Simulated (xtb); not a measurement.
diboron tetrafluoride (B₂F₄), SMILES FB(F)B(F)F. All values are semi-empirical tight-binding results from xtb (GFN2-xTB unless named), good for trends rather than for accurate numbers. Geometry optimised at GFN2-xTB. The values are those of a single conformer.

Optimised geometry:

Bond lengths (Å): F1–B2 1.316, B2–F3 1.316, B2–B4 1.718, B4–F5 1.316, B4–F6 1.316. Bond angles (°): F1–B2–F3 112.5, F1–B2–B4 123.8, F3–B2–B4 123.8, B2–B4–F5 123.8, B2–B4–F6 123.8, F5–B4–F6 112.5.
Charge 0, spin multiplicity 1.

Computed properties:
```yaml
point_group_as_xtb_finds_it: D2d
orbital_gap: 5.07 eV
dipole_moment: 0.00 D
zero_point_energy: 11.1 kcal/mol
G − E(el) at 298.15 K (modified RRHO): -7.5 kcal/mol
static polarisability (D4 model): 32.6 bohr³
solvation energy, GFN2-xTB/ALPB(water): -0.5 kcal/mol
solvation energy, GFN2-xTB/ALPB(acetonitrile): -1.3 kcal/mol
```

Computed IR lines (harmonic; lines under 4 % of the strongest left out, lines within 3 cm⁻¹ merged):
ν (cm⁻¹): 498 (w), 530 (w), 1157 (s), 1263 (vs) (against the strongest line: vs over 80 %, s over 45 %, m over 15 %, w over 4 %, vw less)

Computed atomic charges and the Wiberg bond orders between heavy atoms:
charges (e) F1 -0.23, B2 0.46, F3 -0.23, B4 0.46, F5 -0.23, F6 -0.23. Bond orders F1–B2 1.13, B2–F3 1.13, B2–B4 0.93, B4–F5 1.13, B4–F6 1.13.
